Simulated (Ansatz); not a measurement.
System: C2H8ClSi2 (charge 0, doublet). It need not be the lowest isomer of its formula. SMILES: C[SiH](C)[SiH]Cl
Structure (B3LYP-D3(BJ)/def2-TZVP (Ansatz, an electronic-structure program) minimum search):
```xyz
13

C     -0.0735    -2.3090     0.4357
Si     0.6812    -0.9812    -0.6612
C      2.3147    -0.3750     0.0351
Si    -0.7712     0.8595    -0.8248
Cl    -1.0706     1.6026     1.1084
H      0.6142    -3.1518     0.5418
H     -0.2794    -1.9086     1.4299
H     -1.0099    -2.6834     0.0199
H      0.8676    -1.5032    -2.0412
H      2.7778     0.3610    -0.6236
H      2.1630     0.0920     1.0101
H      3.0116    -1.2064     0.1615
H     -2.1304     0.5641    -1.3610
```
Charge 0, spin multiplicity 2.

Wanted: atomisation energy (electronic, to ground-state atoms), in kJ/mol. Correlated levels leave the core frozen unless marked. UHF or UKS for open shells. No spin-orbit coupling. No relativistic terms. The coupled-cluster limit lacks core correlation, which all-electron functionals hold. Basis-set limits of correlation are two-point, X^-3; Hartree-Fock from the larger set.

```tsv
level	program	atomisation energy (kJ/mol)
HF/STO-3G	Ansatz	4515.0
HF/cc-pV(Q+d)Z	Ansatz	3418.7
```

Problem. What does CCSD(T)/CBS(cc-pV(T+d)Z,cc-pV(Q+d)Z) (Ansatz) give?

Solution. 4465.7 kJ/mol
